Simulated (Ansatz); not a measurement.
Reaction (ligand exchange at a B–N bond): `NB(Cl)Br` + HBr → `ClB(Br)Br` + NH₃

Isolated molecules relaxed with PBE0-D4/def2-TZVP in Ansatz; ΔE leaves out vibrations. CCSD(T)/CBS is the MP2 limit (def2-TZVPP, def2-QZVPP) plus CCSD(T) − MP2 in def2-TZVPP, frozen cores. This one scheme is used for every species. Functionals use def2-TZVPP. For Br outer-core shells are correlated without core-valence functions, which leaves a few kJ/mol of doubt a bond. Scalar relativity is left out up to krypton. One conformer a species, not always the lowest.

| level | ΔE (kJ/mol) |
| --- | --- |
| LDA (SPW92) | 67.7 |
| B97M-V | 60.3 |
| B2PLYP | 63.1 |
| revPBE | 53.5 |
| r2SCANh | 61.8 |
| CCSD(T)/def2-SVP | 74.5 |
| CCSD/def2-TZVPP | 64.3 |
| MP2/CBS(def2) | 51.0 |

Task: What does CCSD(T)/CBS give? (An estimate is asked.)

Result: Ansatz gave: +57.3 kJ/mol. The listed levels differ from it by 10.4, 3.0, 5.8, -3.8, 4.5, 17.2, 7.0, -6.3 kJ/mol.

Largest T1 diagnostic among the species: 0.009.

Leaving LDA and LC-ωPBE aside and taking each functional with its dispersion term where it has one, the values, not all of them listed here, spread over 18.1 kJ/mol, from revPBE-D4 to CAM-B3LYP-D4. LDA lies +10.9 kJ/mol from PBE without D4. From PBE to PBE0 (25 % exact exchange), in def2-TZVPP and without D4, ΔE moves by +4.9 kJ/mol.
